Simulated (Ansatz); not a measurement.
**Molecular dynamics of CaH$_{8}$Cl$_{2}$O$_{4}$**

The input (input.yaml):

```yaml
accuracy: low
crystal:
  lattice:
    - [6.229962, 0.0, 0.0]
    - [0.0, 6.229962, 0.0]
    - [0.0, 0.0, 6.229962]
  atoms:
    - { symbol: O, position: [0.50517121, 0.87803302, 0.2898136] }
    - { symbol: H, position: [0.65680843, 0.881128, 0.22846879] }
    - { symbol: H, position: [0.41962827, 0.97628615, 0.2038573] }
    - { symbol: O, position: [0.73667891, 0.04153152, 0.68960904] }
    - { symbol: H, position: [0.8368855, 0.00210306, 0.79991021] }
    - { symbol: H, position: [0.64199081, 0.12128133, 0.78351361] }
    - { symbol: O, position: [0.05143274, 0.43248792, 0.32559892] }
    - { symbol: H, position: [0.0293219, 0.31942181, 0.23483038] }
    - { symbol: H, position: [0.01527924, 0.56346487, 0.2385493] }
    - { symbol: O, position: [0.54410184, 0.63846845, 0.66582357] }
    - { symbol: H, position: [0.61027673, 0.78310363, 0.68359722] }
    - { symbol: H, position: [0.53648808, 0.57082522, 0.80427881] }
    - { symbol: Ca, position: [0.42575308, 0.50888285, 0.35426405] }
    - { symbol: Cl, position: [-0.02611846, 0.81506921, 1.08126566] }
    - { symbol: Cl, position: [0.41913522, 0.28908541, 0.98827858] }
basis:
  ecutwfc: 420.0
kpoints:
  mp_grid: { grid: [1, 1, 1] }
hamiltonian:
  xc: pbe
  dispersion: d3bj
scf:
  occupations: { method: fermi_dirac, width: 0.05 }
  lower_state_search: "off"
md:
  timestep: 0.5
  n_steps: 400
  ensemble: nvt_langevin
  temperature: 250.0
  initial_velocities: maxwell_boltzmann
  seed: 742289
  friction: 0.01
```

Command:

```bash
$ ansatz run input.yaml --threads 1 --pin off --max-ram 3072MiB --backend cpu --events-out ev --progress --plain --runs-dir out
```

It goes on from the last frame of an earlier run, with new velocities.

Output, in part (step lines):

```
md step     0: t =     0.00 fs  T =   233.3 K  F+E_penalty+E_count = -6381.15821663 eV  E_kin = 0.452410 eV  (8 SCF iters)
md step     1: t =     0.50 fs  T =   241.4 K  F+E_penalty+E_count = -6381.16418683 eV  E_kin = 0.468015 eV  (7 SCF iters)
md step     2: t =     1.00 fs  T =   263.0 K  F+E_penalty+E_count = -6381.19252029 eV  E_kin = 0.510003 eV  (7 SCF iters)
md step     3: t =     1.50 fs  T =   285.1 K  F+E_penalty+E_count = -6381.22119864 eV  E_kin = 0.552781 eV  (7 SCF iters)
md step     4: t =     2.00 fs  T =   304.0 K  F+E_penalty+E_count = -6381.23529065 eV  E_kin = 0.589331 eV  (7 SCF iters)
md step     5: t =     2.50 fs  T =   293.6 K  F+E_penalty+E_count = -6381.22944959 eV  E_kin = 0.569219 eV  (5 SCF iters)
md step     6: t =     3.00 fs  T =   274.7 K  F+E_penalty+E_count = -6381.20563984 eV  E_kin = 0.532620 eV  (5 SCF iters)
md step     7: t =     3.50 fs  T =   257.0 K  F+E_penalty+E_count = -6381.17270573 eV  E_kin = 0.498219 eV  (5 SCF iters)
[... lines left out ...]
md step   399: t =   199.50 fs  T =   447.9 K  F+E_penalty+E_count = -6381.96336189 eV  E_kin = 0.868385 eV  (5 SCF iters)
md step   400: t =   200.00 fs  T =   458.6 K  F+E_penalty+E_count = -6381.97814400 eV  E_kin = 0.889147 eV  (7 SCF iters)
```

The steps, from the saved trajectory:

```csv
time (fs),T (K),potential energy less start (eV)
0.0,233,0.000
6.5,260,-0.022
13.0,173,0.151
19.5,198,0.092
26.0,209,0.053
32.5,158,0.102
39.0,252,-0.018
45.5,233,0.029
52.0,190,0.023
58.5,181,0.034
65.0,217,0.033
71.5,269,-0.055
78.0,214,0.061
84.5,285,-0.008
91.0,311,-0.038
97.5,340,-0.065
104.0,320,-0.131
110.5,271,-0.039
117.0,219,0.095
123.5,309,-0.051
130.0,344,-0.124
136.5,294,-0.095
143.0,352,-0.142
149.5,378,-0.222
156.0,416,-0.296
162.5,405,-0.268
169.0,421,-0.293
175.5,518,-0.475
182.0,448,-0.539
188.5,446,-0.548
195.0,441,-0.655
```

All steps were run. The mean temperature of the second half is 50 % above the set value. A run of 0.2 ps of so small a system gives no equilibrium averages. Limits of this set-up: coarse k mesh, low accuracy level.

Mean squared displacements from the first frame to the last, about the centre of mass: O 0.37 Å², H 0.86 Å², Ca 0.52 Å², Cl 0.35 Å².

Last frame:

```xyz
15
Lattice="6.2300 0.0000 0.0000 0.0000 6.2300 0.0000 0.0000 0.0000 6.2300" Properties=species:S:1:pos:R:3
O 3.427 5.478 1.386
H 4.437 5.314 1.281
H 3.268 6.272 0.930
O 4.930 -0.141 4.367
H 5.512 -0.603 4.996
H 4.471 0.571 4.856
O 0.542 1.744 2.403
H 0.204 1.089 3.026
H -0.226 2.013 1.876
O 3.054 4.104 3.836
H 3.749 4.797 3.930
H 2.978 3.491 4.621
Ca 2.275 3.446 1.729
Cl -0.155 4.209 6.940
Cl 2.877 1.855 5.842
```

Run time: 5.5 min on 1 thread of Arm Neoverse V2, on a shared host, peak memory 0.35 GiB.
